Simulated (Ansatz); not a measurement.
Ligand exchange: C3H5ClSn + CH2FI → C3H5FSn + CH2ClI

Species: C3H5ClSn `C#[C][SnH]([CH3])[Cl]`, singlet; CH2FI (fluoroiodomethane) `FCI`, singlet; C3H5FSn `C#[C][SnH]([CH3])[F]`, singlet; CH2ClI (chloroiodomethane) `ClCI`, singlet. The partners trade Cl for F: Sn–Cl and C–F bonds give way to Sn–F and C–Cl.

Shapes, held fixed at every level: PBE0-D4/def2-TZVP. Programs: Ansatz 0.2.0. The zero-point and thermal change to 298 K, harmonic and unscaled (PBE0-D4/def2-TZVP), is -2.6 kJ/mol.

```tsv
level	kind	ΔH(298 K) (kJ/mol)	less CCSD(T)/def2-TZVPP
HF/def2-TZVPP	Hartree–Fock	+31.1	+15.1
wB97M-V/def2-TZVPP	range-separated hybrid	+17.7	+1.7
wB97X-V/def2-TZVPP	range-separated hybrid	+16.9	+0.9
MP2/def2-SVP	perturbation theory	+18.4	+2.4
MP2/def2-TZVPP	perturbation theory	+11.4	-4.6
CCSD(T)/def2-SVP	coupled cluster or CI	+25.4	+9.4
CCSD(T)/def2-TZVPP	coupled cluster or CI	+16.0	0.0
```

The highest level, CCSD(T)/def2-TZVPP, gives ΔH(298 K) = +16.0 kJ/mol; the levels span +11.4 to +31.1. The column of differences is taken from that level and isn't an error. No measured value is set beside it here. For atoms past krypton def2 sets carry core potentials with scalar relativity. Correlated rows may include outer-core shells of I, Sn, which these sets cover unevenly.
